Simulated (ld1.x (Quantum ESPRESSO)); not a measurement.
## Before and after: ultrasoft potential for S (Z = 16)

S (Z = 16), ultrasoft, made with ld1.x (Quantum ESPRESSO) 7.5 (LDA (PZ), scalar-relativistic). Core [Ne], reference 3s2 3p4. Waves: 3s (bound): rcut 1.15, rcutus 1.60 bohr; 3s channel at 2.15 Ry: rcut 1.15, rcutus 1.60 bohr; 3p (bound): rcut 1.45, rcutus 1.55 bohr; 3p channel at 0.85 Ry: rcut 1.45, rcutus 1.55 bohr; 3d channel at 0.15 Ry: rcut 0.95, rcutus 1.35 bohr; 3d channel at 2 Ry: rcut 0.95, rcutus 1.35 bohr. Local part: all-electron potential smoothed inside 1.25 bohr (lloc = -1). Core correction: none. Augmentation charge: built from norm-conserving waves at rcut, not smoothed further.

Change: augmentation PSQ, radius 1.00 bohr.

Cutoffs: the cutoffs (Ry, on a coarse ladder) from which the occupation-weighted sum of valence levels, in a spherical-Bessel basis at the reference potential, stays within 10 and 1 mRy of its value at 400 Ry; they do not see the model core or the augmentation charge, which bear on the density cutoff. Errors are all-electron minus pseudo energies relative to the spin-unpolarised reference configuration.

Q: What does the change do?

A: The potential gets neither clearly harder nor softer (18 Ry and 30 Ry → 18 Ry and 30 Ry); of the 9 tests that both files solve, the error grows in 0 and shrinks in 5 by more than 15 % and 0.3 meV (median size 23.2 → 13.0 meV); neither file shows a bound ghost.

```csv
quantity,base,changed
"cutoff, loose",18 Ry,18 Ry
"cutoff, tight",30 Ry,30 Ry
bound ghosts,none,none
"error for 3s2 3p3, meV [ΔE 11.86 eV]",+2.0,+0.8
"error for 3s2 3p2, meV [ΔE 34.24 eV]",+23,+13
"error for 3s2 3p1, meV [ΔE 68.39 eV]",+105,+64
"error for 3s2 3p0, meV [ΔE 115.38 eV]",+333,+212
"error for 3s1 3p4, meV [ΔE 22.66 eV]",+5.6,+3.7
"error for 3s2 3p4.3, meV [ΔE -1.74 eV]",+0.2,+0.2
"error for 3s2 3p3.5, meV [ΔE 4.71 eV]",+0.1,-0.1
"error for 3s2 3p4 (spin-polarised), meV [ΔE -0.71 eV]",+63,+70
"error for 3s2 3p3 (spin-polarised), meV [ΔE 9.90 eV]",+200,+220
s: phases at 1.75 bohr within 0.05 rad from the reference energy up to (Ry; the scan ends near 5),to the end of the scan,to the end of the scan
p: phases at 1.75 bohr within 0.05 rad from the reference energy up to (Ry; the scan ends near 5),to the end of the scan,to the end of the scan
d: phases at 1.75 bohr within 0.05 rad from the reference energy up to (Ry; the scan ends near 5),to the end of the scan,to the end of the scan
lowest overlap eigenvalue by channel,"s 0.39, p 0.65, d 0.96","s 0.41, p 0.75, d 0.96"
```
